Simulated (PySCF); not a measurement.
Compound: WN(NH2)3 (singlet state).
Bonds: W1–N2, W1–N3, W1–N6, W1–N9. Hydrogens: H4, H5 on N3; H7, H8 on N6; H10, H11 on N9.

The calculation used PySCF 2.14.0, PBE0-D3(BJ)/def2-SVP geometry optimisation, gas phase, def2 core potentials past Kr.

(1) How far are the bound atoms from W1?

(2) List the angles at W1.

(3) What is the shape at W1?

(4) What are the other bond lengths?

(5) What are the rotational constants (commonest isotopes, rigid rotor)?

Answers

(1) 4 atoms: N2 1.662 Å, N3 1.960 Å, N9 1.960 Å, N6 1.960 Å. The nearest atom not counted as bound is H5, at 2.67 Å (others tie with it).

(2) 
```tsv
angle	degrees	distance of the outer atoms (Å)
N3–W1–N6	114.6	3.30
N6–W1–N9	114.5	3.30
N3–W1–N9	114.4	3.29
N2–W1–N3	103.8	2.86
N2–W1–N6	103.8	2.86
N2–W1–N9	103.8	2.86
```

(3) Distorted tetrahedral: angles from 103.8° to 114.6°; τ4 = (360° − α − β)/141° = 0.93 with α and β the two widest (0 for a square, 1 for a tetrahedron). The W–N distances aren't all alike: 1.662 to 1.960 Å.

(4) N3–H4 and 5 like bonds 1.016 Å.

(5) A = 3403, B = 3397, C = 2671 MHz: an oblate symmetric top.

Point group: C3v (tolerance 0.08 Å). Charge 0, singlet. Stationary, but not proved a minimum.
